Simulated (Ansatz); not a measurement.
`[F][Ge]([F])([F])[SiH3]` → `[F][Ge][F]` + `F[SiH3]` at 298.15 K and 1 bar (germylene formation by 1,1-elimination).

Calculated with Ansatz (gas phase, PBE0-D4/def2-TZVP geometries, no zero-point term in ΔE). CBS: MP2 limit from def2 TZ/QZ plus the TZ coupled-cluster correction, frozen cores. This one scheme is used for every species. For Ge outer-core shells are correlated without core-valence functions, which leaves a few kJ/mol of doubt a bond. Scalar relativity is left out up to krypton.

| species | CCSD(T)/CBS energy (Eh) | H − E (kJ/mol) | S (J/(mol·K)) |
| --- | --- | --- | --- |
| `[F][Ge]([F])([F])[SiH3]` | -2666.49147 | 107.4 | 361.1 |
| `[F][Ge][F]` | -2275.77030 | 21.5 | 271.0 |
| `F[SiH3]` | -390.72345 | 82.7 | 238.5 |

H − E and S are ideal-gas, rigid-rotor, harmonic terms from PBE0-D4/def2-TZVP. 1 Eh = 2625.50 kJ/mol, R = 8.31446 J/(mol·K).

By hand: ΔE, ΔH, ΔS and ΔG.

ΔE = (-2275.77030) + (-390.72345) − (-2666.49147) = -0.00228 Eh = -6.0 kJ/mol. Δ(H − E) = 21.5 + 82.7 − 107.4 = -3.2, so ΔH = -9.2 kJ/mol. ΔS = 271.0 + 238.5 − 361.1 = 148.4 J/(mol·K). ΔG = -9.2 − 298.15 × (148.4)/1000 = -53.4 kJ/mol.

By hand: the equilibrium constant, and the temperature at which ΔG would vanish if ΔH and ΔS stayed fixed.

log₁₀ K = −ΔG/(RT ln 10) = 9.4. ΔH and −TΔS have one sign here, so there is no such temperature.

The number of gas molecules changes by +1, which sets the sign of ΔS. A doubt of 5 kJ/mol in ΔE shifts log₁₀ K by 0.9 here. These are equilibria of isolated gas molecules and say nothing of rates. Largest T1 diagnostic: 0.015 (customary marks: 0.02 for closed shells, 0.045 for open ones).
